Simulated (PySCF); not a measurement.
C4H7FSi, SMILES C[Si@H]1C=C[C@H]1F.

The structure is a stationary point at TPSSh-D3(BJ)/def2-SVP. The structure was generated by enumeration; whether it is a known compound was not checked.

Computed with PBE/def2-TZVP in PySCF.

Computed frontier levels, gap, dipole moment and polarisability:
```json
{
  "highest_occupied_level": "-6.39 eV",
  "lowest_empty_level": "-1.60 eV",
  "orbital_gap": "4.78 eV",
  "dipole_moment": "1.38 D",
  "quadrupole, principal values (traceless, Buckingham form, about the centre of nuclear charge)": "-6.18, 1.65, 4.53 D·Å",
  "mean_static_polarisability": "73.0 bohr³ (10.81 Å³)",
  "polarisability_principal_values": "62.0, 71.2, 85.8 bohr³"
}
```
